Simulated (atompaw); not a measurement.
## Before and after: PAW (atompaw) potential for Cu (Z = 29)

```
Element                 : Cu (Z = 29)
Generator               : atompaw 4.2.0.5
Type                    : PAW
Functional              : LDA (PW92)
Relativity              : scalar-relativistic
Frozen core             : [Ar]
Valence charge          : 11
Reference configuration : 3d10 4s0 4p0 (charge +1)
Partial waves           : 4s (bound, empty): rc 2.20 bohr; 4s channel at 0.45 Ry: rc 2.40 bohr; 4p (bound, empty): rc 2.40 bohr; 4p channel at 0.05 Ry: rc 2.40 bohr; 3d (bound): rc 1.40 bohr; 3d channel at -0.6 Ry: rc 1.40 bohr; 4f channel at -0.1 Ry: rc 2.40 bohr; 4f channel at 2.3 Ry: rc 2.40 bohr
Local potential         : bessel scheme, radius 2.30 bohr
Core correction         : smooth core density matched at 1.35 bohr
Augmentation charge     : besselshape compensation charge, radius 1.85 bohr; PAW radius 2.40 bohr; waves and projectors: custom polynom vanderbiltortho
```

All-electron outer shells of the reference configuration (LDA (PW92), scalar-relativistic, ld1.x):

```csv
shell,level (eV),outermost node (bohr),outermost maximum (bohr)
3p,-80.75,0.26,0.62
3d,-14.01,–,0.60
4s,-12.15,0.89,2.11
4p,-6.63,0.97,2.74
```

Change: augmentation besselshape compensation charge, radius 1.85 bohr; PAW radius 2.40 bohr; waves and projectors: custom polynom2 7 10 vanderbiltortho.

Cutoffs: the cutoffs (Ry, on a coarse ladder) from which the occupation-weighted sum of valence levels, in a spherical-Bessel basis at the reference potential, stays within 10 and 1 mRy of its value at 400 Ry; they do not see the model core or the augmentation charge, which bear on the density cutoff.

What does the change do?

The range in which the d phases agree narrows (upper end at the end of the scan → 1.2); neither file shows a bound ghost.

| quantity | base | changed |
| --- | --- | --- |
| cutoff, loose | 80 Ry | 300 Ry |
| cutoff, tight | 120 Ry | over 300 Ry |
| bound ghosts | none | none |
| s: phases at 2.41 bohr within 0.05 rad from the reference energy up to (Ry; the scan ends near 5) | 3.7 | 3.3 |
| p: phases at 2.41 bohr within 0.05 rad from the reference energy up to (Ry; the scan ends near 5) | 4.1 | 4.5 |
| d: phases at 2.41 bohr within 0.05 rad from the reference energy up to (Ry; the scan ends near 5) | to the end of the scan | 1.2 |
| f: phases at 2.41 bohr within 0.05 rad from the reference energy up to (Ry; the scan ends near 5) | to the end of the scan | to the end of the scan |
| lowest overlap eigenvalue by channel | s 0.14, p 0.53, d 1.00, f 0.99 | s 0.52, p 0.99, d 0.99, f 0.96 |

 The cutoffs see the waves, projectors and local potential, not the compensation charge or the core.
